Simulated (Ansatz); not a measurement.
BrLi (`[Li][Br]`), relaxed with RKS PBE-D4/def2-SVP in Ansatz from a rough embedded geometry. The force threshold is 0.03 eV/Å; the program also tests the step.

The species carries charge 0 and has multiplicity 1.

Start:

```xyz
2

Li    0.766   -0.820   -0.319
Br   -0.766    0.820    0.319
```

Q: How much energy does the relaxation release, and in how many steps? (An estimate is asked.)

A: Ansatz gave: 8.45 kJ/mol, in 2 steps.

Q: Which bonds change most? (Best estimate.)

A: Computed: Li1–Br2 from 2.332 to 2.165 Å.

Q: Give the relaxed structure. (Best estimate.)

A: Ansatz gave: 
```xyz
2

Li    0.711   -0.761   -0.296
Br   -0.711    0.761    0.296
```
